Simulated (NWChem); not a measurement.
All runs are NWChem calculations. System: HFSSn, charge 0, spin multiplicity 1, at a geometry optimised with PBE0/def2-SVP with def2 effective core potentials on Sn. The structure started from a generated list of species. Level: EOM-CCSD/def2-SVPD with def2 effective core potentials on Sn, 10 core orbitals frozen.

Job file:

```
start mol
memory heap 100 mb stack 700 mb global 1900 mb
geometry units angstroms nocenter noautoz
  Sn    -0.500959    -0.274078     0.000000
  F      0.903184    -1.636904     0.000000
  S      1.055115     1.620231     0.000000
  H      0.037456     2.512352     0.000000
  symmetry group Cs
end
basis spherical
  * library def2-svpd
end
ecp
  Sn library def2-ecp
end
scf
  rhf
  nopen 0
  maxiter 100
  thresh 1e-7
  semidirect memsize 60000000 filesize 0
end
tce
  freeze core 10
  ccsd
  nroots 2
  2eorb
  2emet 13
  thresh 1e-5
  maxiter 200
  tilesize 24
end
task tce energy
```

Part of the output:

```
             Northwest Computational Chemistry Package (NWChem) 7.3.0
             --------------------------------------------------------

                                NWChem Input Module
                                -------------------

 Scaling coordinates for geometry "geometry" by  1.889725989
 (inverse scale =  0.529177249)

 Turning off AUTOSYM since
 SYMMETRY directive was detected!

                             Geometry "geometry" -> ""
                             -------------------------

 Output coordinates in angstroms (scale by  1.889725989 to convert to a.u.)

  No.       Tag          Charge          X              Y              Z
 ---- ---------------- ---------- -------------- -------------- --------------
    1 Sn                  50.0000    -0.50095900    -0.27407800     0.00000000
    2 F                    9.0000     0.90318400    -1.63690400     0.00000000
    3 S                   16.0000     1.05511500     1.62023100     0.00000000
    4 H                    1.0000     0.03745600     2.51235200     0.00000000

 Effective nuclear repulsion energy (a.u.)     334.4568089137

            Nuclear Dipole moment (a.u.)
            ----------------------------
        X                 Y               Z
 ---------------- ---------------- ----------------
     0.0000037795     0.0000226767     0.0000000000

      Symmetry information
      --------------------

 Group name             Cs
 Group number              2
 Group order               2
 No. of unique centers     4

      Symmetry unique atoms

     1    2    3    4


 Summary of "ao basis" -> "" (spherical)
 ------------------------------------------------------------------------------
       Tag                 Description            Shells   Functions and Types
 ---------------- ------------------------------  ------  ---------------------
 *                         def2-svpd                  on all atoms

 Summary of "ao basis" -> "ao basis" (spherical)
 ------------------------------------------------------------------------------
       Tag                 Description            Shells   Functions and Types
 ---------------- ------------------------------  ------  ---------------------
 Sn                        def2-svpd                12       32   5s4p3d
 F                         def2-svpd                 9       23   4s3p2d
 S                         def2-svpd                11       27   5s4p2d
 H                         def2-svpd                 4        8   2s2p

                                 NWChem SCF Module
                                 -----------------

  ao basis        = "ao basis"
  functions       =    90
  atoms           =     4
  closed shells   =    24
  open shells     =     0
  charge          =   0.00
  wavefunction    = RHF
  use symmetry    = T
  symmetry adapt  = T

 Summary of "ao basis" -> "ao basis" (spherical)
 ------------------------------------------------------------------------------
       Tag                 Description            Shells   Functions and Types
 ---------------- ------------------------------  ------  ---------------------
 Sn                        def2-svpd                12       32   5s4p3d
 F                         def2-svpd                 9       23   4s3p2d
 S                         def2-svpd                11       27   5s4p2d
 H                         def2-svpd                 4        8   2s2p

      Symmetry analysis of basis
      --------------------------

        a'         63
[...]
                   / eV      =        5.871151965224893
 largest EOMCCSD amplitudes: R1 and R2

 Singles contributions
    26a'  (alpha) ---    24a'  (alpha)        0.7333366702
    27a'  (alpha) ---    24a'  (alpha)        0.2175404080
    28a'  (alpha) ---    24a'  (alpha)       -0.4145233076
    30a'  (alpha) ---    24a'  (alpha)       -0.1413010244
    36a'  (alpha) ---    24a'  (alpha)       -0.1463331311
    25a"  (alpha) ---    23a"  (alpha)       -0.1133270344

 Doubles contributions

 =========================================
 Excited-state calculation ( a"  symmetry)
 =========================================
 Dim. of EOMCC iter. space      500

 EOMCCSD SOLVER TYPE  1
  maxdiff =   0.44099465740625804

 No. of initial right vectors    2

 EOM-CCSD right-hand side iterations
 --------------------------------------------------------------
      Residuum       Omega / hartree  Omega / eV    Cpu    Wall
 --------------------------------------------------------------

 Iteration   1 using    2 trial vectors
   0.4506571611362   0.2304991916834    6.27220
   0.4503876108176   0.3334318012544    9.07314     1.5     1.5

 Iteration   2 using    4 trial vectors
   0.1165786677701   0.1515344458122    4.12346
   0.1091073066921   0.2325680810019    6.32850     1.2     1.2

 Iteration   3 using    6 trial vectors
   0.0571016855776   0.1449707631157    3.94486
   0.0646369458888   0.2240950227456    6.09794     1.3     1.3

 Iteration   4 using    8 trial vectors
   0.0278853700272   0.1428594601515    3.88741
   0.0328977483334   0.2207045968511    6.00568     1.3     1.3

 Iteration   5 using   10 trial vectors
   0.0136470315767   0.1420731135224    3.86601
   0.0185493719615   0.2192533717158    5.96619     1.3     1.3

 Iteration   6 using   12 trial vectors
   0.0068133406705   0.1418763296731    3.86065
   0.0098937903030   0.2186896942523    5.95085     1.3     1.3

 Iteration   7 using   14 trial vectors
   0.0042796627997   0.1418416442070    3.85971
   0.0067240415031   0.2186295004523    5.94921     1.4     1.4

 Iteration   8 using   16 trial vectors
   0.0023760170894   0.1418355868824    3.85954
   0.0044660901295   0.2185724097903    5.94766     1.4     1.4

 Iteration   9 using   18 trial vectors
   0.0011706254985   0.1418382281863    3.85962
   0.0030002381488   0.2185507151467    5.94707     1.4     1.4

 Iteration  10 using   20 trial vectors
   0.0005220359745   0.1418401121336    3.85967
   0.0025224366369   0.2185549818693    5.94719     1.5     1.5

 Iteration  11 using   22 trial vectors
   0.0002451875113   0.1418399883014    3.85966
   0.0022415449408   0.2185453407204    5.94692     1.5     1.5

 Iteration  12 using   24 trial vectors
   0.0001317201042   0.1418391257867    3.85964
   0.0020783589373   0.2185353234542    5.94665     1.5     1.5

 Iteration  13 using   26 trial vectors
   0.0000615848458   0.1418388054612    3.85963
   0.0016276512818   0.2185280593921    5.94645     1.5     1.5

 Iteration  14 using   28 trial vectors
   0.0000293962721   0.1418386409723    3.85963
   0.0009503259228   0.2185103346748    5.94597     1.5     1.5

 Iteration  15 using   30 trial vectors
   0.0000141576439   0.1418386038098    3.85963
   0.0005917389476   0.2185025947764    5.94576     1.6     1.6

 Iteration  16 using   32 trial vectors
   0.0000065930818   0.1418386242780    3.85963
   0.0004494974711   0.2185054373636    5.94584     1.6     1.6

 Iteration  17 using   33 trial vectors
   0.0000061849774   0.1418386314562    3.85963
   0.0003559007690   0.2185078768579    5.94590     1.0     1.0

 Iteration  18 using   34 trial vectors
   0.0000060544873   0.1418386325506    3.85963
   0.0002666352561   0.2185072367512    5.94589     1.0     1.0

 Iteration  19 using   35 trial vectors
   0.0000060227530   0.1418386314959    3.85963
   0.0002001589172   0.2185065036712    5.94587     1.0     1.0

 Iteration  20 using   36 trial vectors
   0.0000060163154   0.1418386322035    3.85963
   0.0001427736302   0.2185063295119    5.94586     1.0     1.0

 Iteration  21 using   37 trial vectors
   0.0000059743437   0.1418386325392    3.85963
   0.0000875857221   0.2185061294157    5.94586     1.0     1.0

 Iteration  22 using   38 trial vectors
   0.0000059841334   0.1418386335755    3.85963
   0.0000523259864   0.2185059707971    5.94585     1.0     1.0

 Iteration  23 using   39 trial vectors
   0.0000059453923   0.1418386348218    3.85963
   0.0000336676495   0.2185059971986    5.94585     1.0     1.0

 Iteration  24 using   40 trial vectors
   0.0000059146406   0.1418386342574    3.85963
   0.0000235333914   0.2185060346694    5.94585     1.0     1.0

 Iteration  25 using   41 trial vectors
   0.0000059068552   0.1418386340801    3.85963
   0.0000193118934   0.2185060353529    5.94585     1.0     1.0

 Iteration  26 using   42 trial vectors
   0.0000059092698   0.1418386341404    3.85963
   0.0000199692559   0.2185060813623    5.94586     1.1     1.1

 Iteration  27 using   43 trial vectors
   0.0000059075681   0.1418386336867    3.85963
   0.0000173780099   0.2185061619041    5.94586     1.1     1.1

 Iteration  28 using   44 trial vectors
   0.0000059011387   0.1418386330627    3.85963
   0.0000112446107   0.2185061383291    5.94586     1.1     1.1

 Iteration  29 using   45 trial vectors
   0.0000058998574   0.1418386330201    3.85963
   0.0000065432893   0.2185061189499    5.94586     1.0     1.0
 --------------------------------------------------------------
 Iterations converged
 ------------------

 Excited state root  1
 Excitation energy / hartree =        0.141838633020073
                   / eV      =        3.859627225391755
 largest EOMCCSD amplitudes: R1 and R2

 Singles contributions
    25a"  (alpha) ---    24a'  (alpha)        0.9059974646
    35a"  (alpha) ---    24a'  (alpha)        0.1077407583

 Doubles contributions
 ------------------

 Excited state root  2
 Excitation energy / hartree =        0.218506118949857
                   / eV      =        5.945856553018270
 largest EOMCCSD amplitudes: R1 and R2

 Singles contributions
    26a'  (alpha) ---    23a"  (alpha)       -0.8565155089
    27a'  (alpha) ---    23a"  (alpha)       -0.1097776649
    30a'  (alpha) ---    23a"  (alpha)        0.1370162584
    36a'  (alpha) ---    23a"  (alpha)        0.1485124148
    37a'  (alpha) ---    23a"  (alpha)       -0.1206725771

 Doubles contributions

 Task  times  cpu:       87.6s     wall:       87.6s

 Total times  cpu:       87.6s     wall:       87.6s
```
